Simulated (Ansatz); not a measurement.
Harmonic vibrations of CH3NSSe, SMILES `NC(=S)[SeH]` by finite differences.

```yaml
crystal:
  periodic: [false, false, false]
  atoms:
    - {symbol: N, position_ang: [-0.827264, 0.434311, 0.690773]}
    - {symbol: C, position_ang: [0.192400, -0.221557, 0.122412]}
    - {symbol: S, position_ang: [1.108831, -1.335826, 0.887053]}
    - {symbol: Se, position_ang: [0.443985, 0.313186, -1.707588]}
    - {symbol: H, position_ang: [-1.046144, 0.228970, 1.651481]}
    - {symbol: H, position_ang: [-1.380463, 1.114924, 0.199224]}
    - {symbol: H, position_ang: [1.569955, -0.602007, -1.889056]}
basis:
  gaussian: {orbitals: def2-TZVP}
hamiltonian: {xc: pbe0, dispersion: d4}
phonons: {temperatures: {t_min: 298.15, t_max: 900, t_step: 200}}
```

```sh
$ ansatz run in.yaml --threads 2 --pin off --events-out ev --progress --plain --max-ram 4352MiB
```

Shortened log:

```
Functional definition: PBE0
  name "PBE0"
  cite "Adamo & Barone, J. Chem. Phys. 110, 6158 (1999) doi:10.1063/1.478522"
  cite "Perdew, Burke & Ernzerhof, Phys. Rev. Lett. 77, 3865 (1996) doi:10.1103/PhysRevLett.77.3865"
  parent pbe
  parameter a = 0.25
  parameter kappa = 0.804
  parameter beta = 0.06672455060314922
  exchange = (1 - a)*pbe_x(kappa = kappa, mu = beta*pi^2/3) + a*exact_x
  correlation = pbe_c(beta = beta)
mean field -78747.68592930 eV, -2893.9240808033 hartree, gradient 5.9e-5 eV, S^2 0.000000; 0 other end points of the search recorded, 0 dependent functions left out
the calculation of the forces begins
these checks for a lower state are left out or cut short: stability, starts, cluster_reference, orbital_swaps, neighbouring_geometries, increment
mean field -78747.68576639 eV, -2893.9240748164 hartree, gradient 2.5e-6 eV, S^2 0.000000; 0 other end points of the search recorded, 0 dependent functions left out
the calculation of the forces begins
these checks for a lower state are left out or cut short: stability, starts, cluster_reference, orbital_swaps, neighbouring_geometries, increment
mean field -78747.68579034 eV, -2893.9240756965 hartree, gradient 2.5e-6 eV, S^2 0.000000; 0 other end points of the search recorded, 0 dependent functions left out
the calculation of the forces begins
these checks for a lower state are left out or cut short: stability, starts, cluster_reference, orbital_swaps, neighbouring_geometries, increment
mean field -78747.68580668 eV, -2893.9240762969 hartree, gradient 2.5e-6 eV, S^2 0.000000; 0 other end points of the search recorded, 0 dependent functions left out
the calculation of the forces begins
these checks for a lower state are left out or cut short: stability, starts, cluster_reference, orbital_swaps, neighbouring_geometries, increment
mean field -78747.68579722 eV, -2893.9240759493 hartree, gradient 2.5e-6 eV, S^2 0.000000; 0 other end points of the search recorded, 0 dependent functions left out
the calculation of the forces begins
these checks for a lower state are left out or cut short: stability, starts, cluster_reference, orbital_swaps, neighbouring_geometries, increment
mean field -78747.68570640 eV, -2893.9240726117 hartree, gradient 2.5e-6 eV, S^2 0.000000; 0 other end points of the search recorded, 0 dependent functions left out
the calculation of the forces begins
these checks for a lower state are left out or cut short: stability, starts, cluster_reference, orbital_swaps, neighbouring_geometries, increment
mean field -78747.68568575 eV, -2893.9240718527 hartree, gradient 2.5e-6 eV, S^2 0.000000; 0 other end points of the search recorded, 0 dependent functions left out
the calculation of the forces begins
these checks for a lower state are left out or cut short: stability, starts, cluster_reference, orbital_swaps, neighbouring_geometries, increment
mean field -78747.68579935 eV, -2893.9240760277 hartree, gradient 2.5e-6 eV, S^2 0.000000; 0 other end points of the search recorded, 0 dependent functions left out
the calculation of the forces begins
these checks for a lower state are left out or cut short: stability, starts, cluster_reference, orbital_swaps, neighbouring_geometries, increment
mean field -78747.68579918 eV, -2893.9240760215 hartree, gradient 2.5e-6 eV, S^2 0.000000; 0 other end points of the search recorded, 0 dependent functions left out
[...]
these checks for a lower state are left out or cut short: stability, starts, cluster_reference, orbital_swaps, neighbouring_geometries, increment
mean field -78747.68578538 eV, -2893.9240755140 hartree, gradient 2.5e-6 eV, S^2 0.000000; 0 other end points of the search recorded, 0 dependent functions left out
the calculation of the forces begins
these checks for a lower state are left out or cut short: stability, starts, cluster_reference, orbital_swaps, neighbouring_geometries, increment
mean field -78747.68587226 eV, -2893.9240787070 hartree, gradient 2.5e-6 eV, S^2 0.000000; 0 other end points of the search recorded, 0 dependent functions left out
the calculation of the forces begins
these checks for a lower state are left out or cut short: stability, starts, cluster_reference, orbital_swaps, neighbouring_geometries, increment
mean field -78747.68588580 eV, -2893.9240792047 hartree, gradient 2.5e-6 eV, S^2 0.000000; 0 other end points of the search recorded, 0 dependent functions left out
the calculation of the forces begins
these checks for a lower state are left out or cut short: stability, starts, cluster_reference, orbital_swaps, neighbouring_geometries, increment
mean field -78747.68587019 eV, -2893.9240786310 hartree, gradient 2.5e-6 eV, S^2 0.000000; 0 other end points of the search recorded, 0 dependent functions left out
the calculation of the forces begins
these checks for a lower state are left out or cut short: stability, starts, cluster_reference, orbital_swaps, neighbouring_geometries, increment
mean field -78747.68585329 eV, -2893.9240780098 hartree, gradient 2.5e-6 eV, S^2 0.000000; 0 other end points of the search recorded, 0 dependent functions left out
the calculation of the forces begins
these checks for a lower state are left out or cut short: stability, starts, cluster_reference, orbital_swaps, neighbouring_geometries, increment
mean field -78747.68587800 eV, -2893.9240789177 hartree, gradient 2.5e-6 eV, S^2 0.000000; 0 other end points of the search recorded, 0 dependent functions left out
the calculation of the forces begins
these checks for a lower state are left out or cut short: stability, starts, cluster_reference, orbital_swaps, neighbouring_geometries, increment
mean field -78747.68588324 eV, -2893.9240791105 hartree, gradient 2.5e-6 eV, S^2 0.000000; 0 other end points of the search recorded, 0 dependent functions left out
the calculation of the forces begins
these checks for a lower state are left out or cut short: stability, starts, cluster_reference, orbital_swaps, neighbouring_geometries, increment
mean field -78747.68589066 eV, -2893.9240793832 hartree, gradient 2.5e-6 eV, S^2 0.000000; 0 other end points of the search recorded, 0 dependent functions left out
the calculation of the forces begins
these checks for a lower state are left out or cut short: stability, starts, cluster_reference, orbital_swaps, neighbouring_geometries, increment
mean field -78747.68588354 eV, -2893.9240791216 hartree, gradient 2.5e-6 eV, S^2 0.000000; 0 other end points of the search recorded, 0 dependent functions left out
the calculation of the forces begins
these checks for a lower state are left out or cut short: stability, starts, cluster_reference, orbital_swaps, neighbouring_geometries, increment
mean field -78747.68590254 eV, -2893.9240798196 hartree, gradient 2.5e-6 eV, S^2 0.000000; 0 other end points of the search recorded, 0 dependent functions left out
the calculation of the forces begins
these checks for a lower state are left out or cut short: stability, starts, cluster_reference, orbital_swaps, neighbouring_geometries, increment
mean field -78747.68589908 eV, -2893.9240796925 hartree, gradient 2.5e-6 eV, S^2 0.000000; 0 other end points of the search recorded, 0 dependent functions left out
the calculation of the forces begins
these checks for a lower state are left out or cut short: stability, starts, cluster_reference, orbital_swaps, neighbouring_geometries, increment
mean field -78747.68591421 eV, -2893.9240802484 hartree, gradient 2.5e-6 eV, S^2 0.000000; 0 other end points of the search recorded, 0 dependent functions left out
the calculation of the forces begins
these checks for a lower state are left out or cut short: stability, starts, cluster_reference, orbital_swaps, neighbouring_geometries, increment
mean field -78747.68592929 eV, -2893.9240808029 hartree, gradient 2.5e-6 eV, S^2 0.000000; 0 other end points of the search recorded, 0 dependent functions left out
the calculation of the forces begins
Total energy: -78747.84435217 eV, -2893.9299027363 hartree
Atom 0 at    -0.827264     0.434311     0.690773 Å, force    -0.000919     0.000195     0.000711 eV/Å
Atom 1 at     0.192400    -0.221557     0.122412 Å, force     0.000184    -0.000443    -0.000007 eV/Å
Atom 2 at     1.108831    -1.335826     0.887053 Å, force    -0.000191     0.000121     0.000023 eV/Å
Atom 3 at     0.443985     0.313186    -1.707588 Å, force    -0.000167    -0.000445    -0.000318 eV/Å
Atom 4 at    -1.046144     0.228970     1.651481 Å, force     0.000459     0.000029    -0.000733 eV/Å
Atom 5 at    -1.380463     1.114924     0.199224 Å, force     0.000542     0.000032     0.000128 eV/Å
Atom 6 at     1.569955    -0.602007    -1.889056 Å, force     0.000092     0.000511     0.000196 eV/Å
Dipole moment:    -0.500280     0.469970    -0.086409 e Å
Vibrations: 161.10 248.81 310.09 332.31 503.15 530.53 583.83 794.81 900.20 1239.29 1403.55 1636.19 2484.33 3589.74 3721.50 cm⁻¹, zero-point energy 1.143100 eV
```

It took 2.3 min on 2 threads of an Arm Neoverse V1 on a shared host, with 0.41 GiB of host memory at the peak.
